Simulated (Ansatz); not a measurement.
Input file for `CNC(=O)[SiH2]Cl`:

```yaml
crystal:
  periodic: [false, false, false]
  atoms:
    - {symbol: C, position_ang: [-1.569341, -1.203595, 0.617353]}
    - {symbol: N, position_ang: [-0.563067, -0.489012, -0.129941]}
    - {symbol: C, position_ang: [0.336706, 0.328454, 0.446414]}
    - {symbol: O, position_ang: [0.406185, 0.557042, 1.644873]}
    - {symbol: Si, position_ang: [1.630807, 1.233789, -0.615482]}
    - {symbol: Cl, position_ang: [1.403287, 0.761291, -2.618308]}
    - {symbol: H, position_ang: [-1.459156, -2.283063, 0.490035]}
    - {symbol: H, position_ang: [-1.439491, -0.954864, 1.669388]}
    - {symbol: H, position_ang: [-2.573770, -0.909965, 0.303292]}
    - {symbol: H, position_ang: [-0.519353, -0.595839, -1.130335]}
    - {symbol: H, position_ang: [1.443867, 2.691066, -0.456085]}
    - {symbol: H, position_ang: [2.980024, 0.809395, -0.187104]}
basis:
  gaussian: {orbitals: def2-TZVPP}
correlation: {method: ccsd_t}
```

```sh
$ ansatz run in.yaml --threads 2 --pin off --events-out ev --progress --plain --max-ram 22528MiB --backend cuda --devices 0, --max-vram 18GiB
```

The program prints (abridged):

```
Functional definition: HF
  name "HF"
  cite "Fock, Z. Phys. 61, 126 (1930) doi:10.1007/BF01340294"
  parent pbe
  exchange = exact_x
  correlation = 0
1742 factors; integrals over basis functions are off by at most 1.1e-3 eV
mean field evaluation 1: about -26040.3744 eV, gradient 4.3e1 eV
mean field evaluation 2: about -26040.7212 eV, gradient 4.4e1 eV
mean field evaluation 4: about -26045.0708 eV, gradient 5.8e0 eV
mean field evaluation 8: about -26045.1853 eV, gradient 5.8e-1 eV
mean field evaluation 16: about -26045.1877 eV, gradient 7.0e-6 eV
mean field -26045.18774496 eV, -957.1429955650 hartree, gradient 7.0e-6 eV, S^2 0.000000; 0 other end points of the search recorded, 0 dependent functions left out
14 core orbitals not correlated: weight in the atoms' cores, before any rotation towards them, 1.000 or more for the frozen orbitals, at most 0.000 for the correlated occupied ones
reference -26045.18774496 eV, -957.1429955650 hartree; 18, 18 occupied and 260, 260 virtual orbitals, 1742 factors
second order -29.33197651 eV of doubles, -0.00000000 eV of singles
cycle   1  -29.67349854 eV  change   -3.4e-1 eV  update   1.3e-1
cycle   2  -30.41597838 eV  change   -7.4e-1 eV  update   4.3e-2
cycle   3  -30.62658877 eV  change   -2.1e-1 eV  update   2.4e-2
cycle   4  -30.61434992 eV  change    1.2e-2 eV  update   6.7e-3
cycle   5  -30.60688301 eV  change    7.5e-3 eV  update   3.3e-3
cycle   6  -30.60836694 eV  change   -1.5e-3 eV  update   1.1e-3
cycle   7  -30.60799205 eV  change    3.7e-4 eV  update   4.0e-4
cycle   8  -30.60780338 eV  change    1.9e-4 eV  update   1.4e-4
cycle   9  -30.60786386 eV  change   -6.0e-5 eV  update   7.4e-5
cycle  10  -30.60787550 eV  change   -1.2e-5 eV  update   2.6e-5
perturbative correction -1.33152652 eV, -0.0489326972 hartree
Total energy: -26077.12714699 eV, -958.3167469402 hartree
```

It took 6 s on 2 threads of an AMD EPYC 7R13 on a shared host and a share of an NVIDIA H100 80 GB, with 0.86 GiB of host memory at the peak.

Correlation energy per correlated electron: -0.887 eV. T1 diagnostic: 0.0145.
